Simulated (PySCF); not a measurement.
## Gas-phase XPS of `[SiH3]S[C@@H]1BCCCC1`, computed

Species: C₅H₁₃BSSi.
SMILES with atom numbers: `[SiH3:1][S:2][C@@H:3]1[BH:4][CH2:5][CH2:6][CH2:7][CH2:8]1`

Method used: delta-SCF UKS SCAN, pcX-2 on the ionised atom, pcseg-1 elsewhere, spin-free X2C in PySCF 2.14.0. Vertical ΔSCF values, vacuum level as zero.

Task: List the computed XPS lines with their assignment.

Result: 
| atom(s) | bonded to | level | binding energy (eV) | 2p1/2 (eV) | above the level's lowest (eV) | count |
| --- | --- | --- | --- | --- | --- | --- |
| S2 | C and Si | S 1s | 2476.27 | – | 0.00 | 1 |
| Si1 | S and 3 H | Si 1s | 1846.76 | – | 0.00 | 1 |
| C3 | S, C, H and B | C 1s | 290.61 | – | +0.53 | 1 |
| C6 | 2 C and 2 H | C 1s | 290.52 | – | +0.44 | 1 |
| C7 | 2 C and 2 H | C 1s | 290.51 | – | +0.43 | 1 |
| C8 | 2 C and 2 H | C 1s | 290.48 | – | +0.40 | 1 |
| C5 | C, 2 H and B | C 1s | 290.08 | – | 0.00 | 1 |
| Si1 | S and 3 H | Si 2p3/2 | 106.94 | 107.57 | 0.00 | 1 |

Lowest listed C 1s: C5, bonded to C, 2 H and B. Highest, 0.53 eV above it: C3, bonded to S, C, H and B. Summing the Pauling electronegativity differences to the bonded atoms, each weighted by its formal bond order, gives -1.21 for the lowest site and -0.83 for the highest; the largest sum, -0.70, belongs to C6, 0.09 eV below the top. The values 290.48, 290.51 and 290.52 eV lie too close for their order to be trusted.

Task: Give the binding energy of S 1s of S2 in hartree and in kJ/mol.

Result: 2476.27 eV = 91.0012 Eh = 238924 kJ/mol.

Task: Which photon energy gives electrons from S 1s of S2 a kinetic energy of 100 eV, and what is their de Broglie wavelength?

Result: hν = 2476.27 + 100 = 2576.27 eV, recoil neglected; λ = 12.264 Å/√(E/eV) = 1.23 Å.

Not every level is listed. Spin–orbit and ligand-field terms were added within each 2p shell after the spin-free SCF. 2p1/2 minus 2p3/2 (ligand field included): Si 0.62 eV. No level of boron is listed. Geometry: PBE0-D3(BJ)/def2-SVP, one conformer, isolated molecule.
